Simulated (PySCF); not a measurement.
Computed shifts of a molecule C2H5NO2Si, PySCF with HF/pcSseg-1, GIAO, gas phase, atoms alike by connectivity averaged where their shifts nearly agree, in ppm (number of nuclei): ²⁹Si: -27.1 (1). ¹³C: 182.5 (1), 87.8 (1). ¹⁵N: 497.5 (1). ¹H: 9.02 (1), 5.75 (2), 4.63 (1), 2.41 (1). References: ¹⁷O against H2O (σ = 333.0 ppm); ²⁹Si against TMS (σ = 393.8 ppm); ¹³C against TMS (σ = 192.6 ppm); ¹⁵N against NH3 (σ = 267.3 ppm); ¹H against TMS (σ = 31.99 ppm), references at their B3LYP-D3(BJ)/def2-TZVP geometries, non-relativistic. Geometry optimised at B3LYP-D3(BJ)/def2-SVP. Other conformers were not sampled.

Problem. Which molecule gave these data?
A. O[Si@@H]1C=NCO1
B. OCC1=N[SiH2]O1
C. C1=N[SiH2]OCO1
D. COC1=N[SiH2]O1

Solution. A, O[Si@@H]1C=NCO1
